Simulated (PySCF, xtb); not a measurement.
C3H9O2Si, SMILES C[Si]([O])(OC)C, multiplicity 2. Other conformers were not sampled.

Harmonic wavenumbers (cm⁻¹) from GFN2-xTB run with xtb 6.7.1 at its own minimum, in rising order: 64, 80, 94, 130, 142, 147, 184, 213, 245, 372, 557, 606, 705, 765, 782, 804, 805, 1121, 1122, 1150, 1203, 1267, 1295, 1412, 1430, 1437, 1443, 1448, 1471, 1473, 2944, 2958, 2987, 3076, 3078, 3101, 3104, 3112, 3115.

Task: What does PBE-D3(BJ)/def2-SVP run with PySCF give at its own minimum? (The exact figures need the calculation; the answer reports its results.)

Result: 72, 87, 106, 124, 139, 168, 182, 226, 241, 347, 578, 649, 668, 703, 730, 764, 799, 868, 1109, 1136, 1149, 1167, 1192, 1348, 1371, 1374, 1385, 1415, 1424, 1425, 2920, 2978, 2986, 2995, 3032, 3092, 3093, 3101, 3118. Paired by order, the mean absolute difference is 38 cm⁻¹ and the zero-point energies are 73.5 and 71.9 kcal/mol.
